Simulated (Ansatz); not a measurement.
C3H9ClSi, charge -1, doublet, at the geometry of the source list (a state made from the parent by changing its charge; the spin is typed, not shown lowest) (a gas-phase anion, which may not be bound at this level). Base run: Ansatz (a quantum-chemistry and plane-wave program) with MP2/STO-3G.

The Ansatz input:
Ansatz 0.2 input:
```yaml
crystal:
  periodic: [false, false, false]
  atoms:
    - {symbol: C, position_ang: [-0.75380000, 1.60670000, -0.38300000]}
    - {symbol: Si, position_ang: [0.15680000, 0.12590000, 0.39550000]}
    - {symbol: C, position_ang: [1.63070000, -0.40330000, -0.68880000]}
    - {symbol: C, position_ang: [-1.03810000, -1.33280000, 0.66510000]}
    - {symbol: Cl, position_ang: [0.87940000, 0.70570000, 2.21790000]}
    - {symbol: H, position_ang: [-1.15930000, 1.35190000, -1.35720000]}
    - {symbol: H, position_ang: [-1.57990000, 1.93560000, 0.24100000]}
    - {symbol: H, position_ang: [-0.08860000, 2.45500000, -0.51560000]}
    - {symbol: H, position_ang: [2.17510000, -1.22960000, -0.24070000]}
    - {symbol: H, position_ang: [1.30140000, -0.72230000, -1.67280000]}
    - {symbol: H, position_ang: [2.33400000, 0.41300000, -0.82630000]}
    - {symbol: H, position_ang: [-1.45270000, -1.68150000, -0.27560000]}
    - {symbol: H, position_ang: [-1.86870000, -1.05060000, 1.30580000]}
    - {symbol: H, position_ang: [-0.53620000, -2.17380000, 1.13480000]}
basis:
  gaussian:
    orbitals: STO-3G
total_charge: -1
magnetization: {spin_polarized: true, initial_magnetization: 1}
correlation: {method: mp2}
```

Each row names what was changed in the base input (with any setting that the change needs).

```
change                                                             ΔE vs base (kcal/mol)  MP2 correlation (Eh)  basis functions
-----------------------------------------------------------------  ---------------------  --------------------  ---------------
base                                                                               0.000              -0.18698               42
method = bccd_t                                                                   -40.49              -0.18698               42
method = rpa                                                                      -46.23                     -               42
electrons = outside_noble_gas                                                      0.000              -0.18698               42
electrons = all                                                                    -3.10              -0.19191               42
reference functional = pbe0                                                       -0.250                     -               42
lower_state_search = off                                                           0.000              -0.18698               42
method = ccsd_t                                                                   -40.50              -0.18698               42
fitting = cc-pVTZ-JKFIT (mean field), cc-pVTZ-RIFIT (correlation)                 -0.033              -0.18696               42
method = bccd                                                                     -39.32              -0.18698               42
```

A gas-phase anion may not be bound at this level; its values then depend on the basis.
